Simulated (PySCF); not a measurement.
Point-charge models of `C(#CC)P1CCC(=O)CC1` against its computed dipole.

Coordinates (GFN2-xTB, Å) and charges (e) from the PBE0/pcSseg-1 density (PySCF):

```tsv
atom	x	y	z	Mulliken	IAO	Hirshfeld	ESP-fitted
C1	4.197	0.376	0.495	-0.1727	-0.4384	-0.0940	-0.4727
C2	2.857	-0.130	0.305	-0.3596	-0.0175	-0.0342	+0.0215
C3	1.720	-0.497	0.147	-0.2152	-0.3275	-0.1400	-0.0993
P4	0.122	-1.205	-0.085	+0.4670	+0.5393	+0.1722	-0.2323
C5	-0.439	-0.104	-1.485	-0.4090	-0.4292	-0.1085	+0.0956
C6	-1.966	-0.138	-1.587	-0.2198	-0.3161	-0.0808	-0.2675
C7	-2.614	0.453	-0.354	+0.2068	+0.3916	+0.1690	+0.6449
O8	-3.337	1.416	-0.403	-0.3453	-0.4055	-0.2380	-0.5169
C9	-2.283	-0.248	0.945	-0.2197	-0.3161	-0.0808	-0.2770
C10	-0.778	-0.222	1.224	-0.4094	-0.4291	-0.1084	+0.1029
H11	4.417	1.140	-0.250	+0.1528	+0.1750	+0.0635	+0.1732
H12	4.918	-0.436	0.396	+0.1522	+0.1734	+0.0620	+0.1845
H13	4.291	0.813	1.489	+0.1529	+0.1756	+0.0639	+0.1751
H14	-0.087	0.918	-1.318	+0.1566	+0.1454	+0.0384	+0.0182
H15	0.001	-0.468	-2.417	+0.1626	+0.1560	+0.0447	+0.0660
H16	-2.299	-1.174	-1.694	+0.1454	+0.1498	+0.0455	+0.0824
H17	-2.300	0.428	-2.461	+0.1451	+0.1611	+0.0483	+0.0663
H18	-2.827	0.244	1.755	+0.1451	+0.1611	+0.0483	+0.0674
H19	-2.621	-1.286	0.878	+0.1453	+0.1498	+0.0455	+0.0852
H20	-0.406	0.806	1.238	+0.1565	+0.1454	+0.0384	+0.0165
H21	-0.576	-0.669	2.202	+0.1626	+0.1559	+0.0447	+0.0661
```

**Question.** Form Σ q r in debye for every column and set it beside the full dipole.

**Answer.** The full density gives (2.74, -0.73, 0.32) D, 2.86 D in size; dipole vectors point from the negative to the positive end.

```
    scheme    μx     μy    μz  size (D)  share of the full size (%)  angle to the full dipole (°)
  Mulliken  2.06  -2.85  0.13      3.52                         123                            39
       IAO  2.22  -3.38  0.14      4.05                         142                            42
 Hirshfeld  2.21  -1.58  0.21      2.72                          95                            21
ESP-fitted  2.76  -0.79  0.32      2.89                         101                             1
```

**Question.** Which set comes closest?

**Answer.** Length of the difference vector: ESP-fitted 0.07 D, Hirshfeld 1.01 D, Mulliken 2.23 D, IAO 2.71 D. Closest: ESP-fitted. ESP charges are fitted to the potential around the molecule, whose slowest-falling term is the dipole's. The schemes that divide the density aren't constrained to reproduce the dipole.

**Question.** What is left for the Hirshfeld atoms' own dipoles?

**Answer.** The shares of the density sum to the whole, so what Σ q r misses lies in dipoles about the nuclei. The atomic dipoles sum to (2.74, -0.73, 0.32) − (2.21, -1.58, 0.21) = (0.53, 0.85, 0.11) D, 1.01 D in size.

**Question.** With the origin at the mean of the coordinates, (0.000, 0.001, -0.047) Å, which are the largest single terms, by size, of the IAO dipole along the direction of the full one?

**Answer.** C1 -8.41, O8 +7.02, C7 -5.00, H12 +4.07, H13 +3.44 D; all 21 atoms together +3.01 D. The single terms depend on the origin, their sum doesn't.

**Question.** Give the size of the full dipole in other units.

**Answer.** 2.86 D = 1.124 au = 0.595 e·Å = 9.53 × 10⁻³⁰ C·m.

One conformer (not necessarily the lowest) at the GFN2-xTB geometry, without solvent, vibrations or thermal averaging.

These values come from a run that also computed NMR shieldings. The run took 58 s (grids of density and orbitals included) on one thread, INTEL XEON PLATINUM 8581C at 2.30 GHz (x86_64), no GPU, shared host with 96 logical CPUs at a one-minute load of 13, and the process peaked at 1.0 GiB of memory.
